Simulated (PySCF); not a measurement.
PySCF input (M06-L/def2-TZVPD):

```python
from pyscf import gto, scf, dft

mol = gto.M(
    atom='''
    Se    0.00268077   -0.00487052    0.64152137
    Cl    1.06113318    1.27322066   -0.63633732
    Cl   -1.06649472   -1.26347963   -0.64670542
    ''',
    basis='def2-tzvpd',
    charge=1,
    spin=1,
    verbose=4,
)

mf = dft.UKS(mol, xc='m06l').density_fit(auxbasis='def2-universal-jkfit')
mf.grids.level = 4
mf.conv_tol = 1e-9
mf.max_cycle = 100
mf.max_memory = 1500
mf.kernel()
if not mf.converged:
    mf = mf.newton()
    mf.kernel(mf.make_rdm1())
for _ in range(2):
    mo, _, stable, _ = mf.stability(return_status=True)
    if stable:
        break
    mf.kernel(mf.make_rdm1(mo, mf.mo_occ))
mf.analyze()
```

End of the output:

```
Extra cycle  E= -3321.57685918698  delta_E= 2.58e-09  |g|= 6.51e-05  |ddm|= 9.72e-05
converged SCF energy = -3321.57685918698  <S^2> = 0.75317893  2S+1 = 2.0031764
uhf_internal: lowest eigs of H = [0.86446522 0.8683005  0.87409413]
<class 'pyscf.df.df_jk.DFUKS'> wavefunction is stable in the internal stability analysis
**** SCF Summaries ****
Total Energy =                       -3321.576859186984620
Nuclear Repulsion Energy =             338.261170514251660
One-electron Energy =                -5270.437774735549283
Two-electron Energy =                 1610.599745034312946
Two-electron Coulomb Energy =         1753.978100002623933
DFT Exchange-Correlation Energy =     -143.378354968310873
HOMO-LUMO gap [eV] =                     1.207722087355935
**** MO energy ****
                             alpha | beta                alpha | beta
MO #1   energy= -453.552674261097  | -453.551084999229  occ= 1 | 1
MO #2   energy= -101.454352474966  | -101.452735533563  occ= 1 | 1
MO #3   energy= -101.454309889996  | -101.452693084682  occ= 1 | 1
MO #4   energy= -58.3243756353311  | -58.3236624277413  occ= 1 | 1
MO #5   energy= -52.270929782276   | -52.2699864723689  occ= 1 | 1
MO #6   energy= -52.2698085241468  | -52.2689026550114  occ= 1 | 1
MO #7   energy= -52.2694327914651  | -52.2660079002847  occ= 1 | 1
MO #8   energy= -9.68137549045184  | -9.68030533493546  occ= 1 | 1
MO #9   energy= -9.68133915720544  | -9.68026912829185  occ= 1 | 1
MO #10  energy= -8.18750785246053  | -8.18584437927424  occ= 1 | 1
MO #11  energy= -7.39036950727192  | -7.38929649892537  occ= 1 | 1
MO #12  energy= -7.39033260557454  | -7.38925968455355  occ= 1 | 1
MO #13  energy= -7.38258737362927  | -7.37859871245797  occ= 1 | 1
MO #14  energy= -7.3825501725763   | -7.37856242248528  occ= 1 | 1
MO #15  energy= -7.37971764138342  | -7.37851883080614  occ= 1 | 1
MO #16  energy= -7.37968125771008  | -7.37848204442636  occ= 1 | 1
MO #17  energy= -6.07765826783963  | -6.07654344316041  occ= 1 | 1
MO #18  energy= -6.07358475823739  | -6.07252022003337  occ= 1 | 1
MO #19  energy= -6.06940737983494  | -6.06544692629159  occ= 1 | 1
MO #20  energy= -2.38922246617755  | -2.38839146944315  occ= 1 | 1
MO #21  energy= -2.38876041816771  | -2.38818690567126  occ= 1 | 1
MO #22  energy= -2.38618405036486  | -2.38225506384219  occ= 1 | 1
MO #23  energy= -2.38318041450556  | -2.3793778469125   occ= 1 | 1
MO #24  energy= -2.38265883388102  | -2.37793471492188  occ= 1 | 1
MO #25  energy= -1.11781279729154  | -1.10752534867977  occ= 1 | 1
MO #26  energy= -1.05572120804937  | -1.04903623107546  occ= 1 | 1
MO #27  energy= -0.895572442365985 | -0.873285807759522 occ= 1 | 1
MO #28  energy= -0.682241176557348 | -0.675729513273382 occ= 1 | 1
MO #29  energy= -0.639935428528212 | -0.630186216246681 occ= 1 | 1
MO #30  energy= -0.62107042108304  | -0.595308930753173 occ= 1 | 1
MO #31  energy= -0.558687342866649 | -0.547598764399411 occ= 1 | 1
MO #32  energy= -0.554339342766082 | -0.546915077498648 occ= 1 | 1
MO #33  energy= -0.544780264789271 | -0.539237370376436 occ= 1 | 1
MO #34  energy= -0.482486678905708 | -0.438103710450214 occ= 1 | 0
MO #35  energy= -0.3502746618417   | -0.33841166919385  occ= 0 | 0
MO #36  energy= -0.331750196140956 | -0.321342301837705 occ= 0 | 0
MO #37  energy= -0.146452706414856 | -0.143089472388894 occ= 0 | 0
MO #38  energy= -0.115361155488531 | -0.110905213456397 occ= 0 | 0
MO #39  energy= -0.115186265486968 | -0.106829756155558 occ= 0 | 0
MO #40  energy= -0.110208330295667 | -0.103547314245274 occ= 0 | 0
MO #41  energy= -0.0979079789902338 | -0.089570768285399 occ= 0 | 0
MO #42  energy= -0.0934476763180441 | -0.0837929990105761 occ= 0 | 0
MO #43  energy= -0.0875974567821154 | -0.0777224032559462 occ= 0 | 0
MO #44  energy= -0.0839215041076009 | -0.0771375483868112 occ= 0 | 0
MO #45  energy= -0.0675517860904814 | -0.0649218502922842 occ= 0 | 0
MO #46  energy= -0.065437820593064 | -0.0587247062969112 occ= 0 | 0
MO #47  energy= -0.0634278428717685 | -0.0552189640863613 occ= 0 | 0
MO #48  energy= -0.047367943060144 | -0.0331991744137155 occ= 0 | 0
MO #49  energy= -0.0355796216659222 | -0.0317732465695403 occ= 0 | 0
MO #50  energy= -0.0310171395317253 | -0.0271785147390367 occ= 0 | 0
MO #51  energy= -0.00150313669144171 | 0.00273724062421841 occ= 0 | 0
MO #52  energy= 0.00590451780123143 | 0.0091679805163058 occ= 0 | 0
MO #53  energy= 0.00616291927407237 | 0.0126537719797611 occ= 0 | 0
MO #54  energy= 0.030639058593771  | 0.0373596302446032 occ= 0 | 0
MO #55  energy= 0.0396560695153387 | 0.0470430596442246 occ= 0 | 0
MO #56  energy= 0.0426059476270381 | 0.049997783507769  occ= 0 | 0
MO #57  energy= 0.0620579813613647 | 0.0637937433621239 occ= 0 | 0
MO #58  energy= 0.0788800274366371 | 0.0823984684429574 occ= 0 | 0
MO #59  energy= 0.0790487195516096 | 0.089341062880278  occ= 0 | 0
MO #60  energy= 0.0826930570411528 | 0.0894857341492149 occ= 0 | 0
MO #61  energy= 0.0865853787362573 | 0.095091079911567  occ= 0 | 0
MO #62  energy= 0.105916017849872  | 0.113444462329237  occ= 0 | 0
MO #63  energy= 0.119547813271733  | 0.123194479638795  occ= 0 | 0
MO #64  energy= 0.126678476565405  | 0.137210085127151  occ= 0 | 0
MO #65  energy= 0.13249637939356   | 0.156739381448517  occ= 0 | 0
MO #66  energy= 0.188406876507136  | 0.201135855786427  occ= 0 | 0
MO #67  energy= 0.195338607542002  | 0.210937090903575  occ= 0 | 0
MO #68  energy= 0.229244383674727  | 0.231745449823744  occ= 0 | 0
MO #69  energy= 0.251625067872399  | 0.250469130639818  occ= 0 | 0
MO #70  energy= 0.25574976979351   | 0.258336816763619  occ= 0 | 0
MO #71  energy= 0.281578646208498  | 0.278593577124386  occ= 0 | 0
MO #72  energy= 0.331062318740918  | 0.336952288736916  occ= 0 | 0
MO #73  energy= 0.34083246728362   | 0.347297147870369  occ= 0 | 0
MO #74  energy= 0.34686778611821   | 0.353091319343536  occ= 0 | 0
MO #75  energy= 0.359797838119504  | 0.364810004960907  occ= 0 | 0
MO #76  energy= 0.361426591365638  | 0.365205680765497  occ= 0 | 0
MO #77  energy= 0.361529215824118  | 0.368498724473805  occ= 0 | 0
MO #78  energy= 0.372107871703038  | 0.380297906453252  occ= 0 | 0
MO #79  energy= 0.389007700068602  | 0.394922604597649  occ= 0 | 0
MO #80  energy= 0.398210929275331  | 0.409918474587105  occ= 0 | 0
MO #81  energy= 0.408567307857086  | 0.417353739800704  occ= 0 | 0
MO #82  energy= 0.415192551989476  | 0.420586692988703  occ= 0 | 0
MO #83  energy= 0.419262812943058  | 0.42806124779087   occ= 0 | 0
MO #84  energy= 0.455347313133564  | 0.459031755403615  occ= 0 | 0
MO #85  energy= 0.460678091898119  | 0.467570097123839  occ= 0 | 0
MO #86  energy= 0.480495515461143  | 0.484268411269382  occ= 0 | 0
MO #87  energy= 0.566361662442752  | 0.570098742298775  occ= 0 | 0
MO #88  energy= 0.631427327099207  | 0.638954429043455  occ= 0 | 0
MO #89  energy= 0.897228783204066  | 0.910418054419636  occ= 0 | 0
MO #90  energy= 0.899729791195103  | 0.91082356130021   occ= 0 | 0
MO #91  energy= 0.942305435480664  | 0.966839468164357  occ= 0 | 0
MO #92  energy= 0.962513608793042  | 0.984064473580938  occ= 0 | 0
MO #93  energy= 0.965669035362186  | 1.00284009785241   occ= 0 | 0
MO #94  energy= 1.00431476015769   | 1.03344927273557   occ= 0 | 0
MO #95  energy= 1.00741498029053   | 1.03774371318886   occ= 0 | 0
MO #96  energy= 1.03288505242232   | 1.0503155461368    occ= 0 | 0
MO #97  energy= 1.1062854250084    | 1.12308994317351   occ= 0 | 0
MO #98  energy= 1.14554091293393   | 1.18717758097083   occ= 0 | 0
MO #99  energy= 1.17254394056353   | 1.18994098510487   occ= 0 | 0
MO #100 energy= 1.18250430256125   | 1.21196533676522   occ= 0 | 0
MO #101 energy= 1.21402660977194   | 1.22476035829867   occ= 0 | 0
MO #102 energy= 1.2498171921763    | 1.26686151248723   occ= 0 | 0
MO #103 energy= 1.25565512683049   | 1.26986876845653   occ= 0 | 0
MO #104 energy= 1.62277172383891   | 1.63212347419998   occ= 0 | 0
[...]
```
